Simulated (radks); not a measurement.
Q: The table gives one normalised radial function P(r) = r R(r) (large component) of Xe53+ in 1s1 (r in bohr). All-electron calculation, Dirac Kohn-Sham, PBE, spin-unpolarised, spherical densities, point nucleus. Program: a radial shooting solver on a logarithmic mesh with Libxc functionals.

r	P
0.001572	1.3923
0.001816	1.5686
0.002114	1.7748
0.002461	2.0029
0.002865	2.2534
0.003309	2.5113
0.003852	2.8042
0.004485	3.1162
0.005221	3.4436
0.006078	3.7806
0.007019	4.1015
0.008171	4.4318
0.009513	4.7399
0.01107	5.0097
0.01279	5.2127
0.01489	5.3518
0.01733	5.3936
0.02018	5.3194
0.0233	5.1300
0.02713	4.7994
0.03158	4.3409
0.03677	3.7749
0.04246	3.1707
0.04943	2.5049
0.05755	1.8610
0.067	1.2870
0.07737	0.8405
0.09007	0.4879
0.1049	0.2532

Which n and l does it have? It may be an empty orbital.

A: n = 1, l = 0: the number of nodes gives n - l - 1 = 0, the rise at small r points to l (this Dirac orbital starts as r^gamma with gamma = sqrt((l + 1)^2 - (Z/c)^2) = 0.92; the j = 1/2 orbital of l + 1 starts with the same power, but with a smaller coefficient, and then steepens), and the extent must fit the shell. The curve is that of 1s1/2. 1s1/2: eigenvalue -40876 eV, 0 radial nodes, <r> = 0.0263 bohr, 90 % of the charge inside 0.0473 bohr.
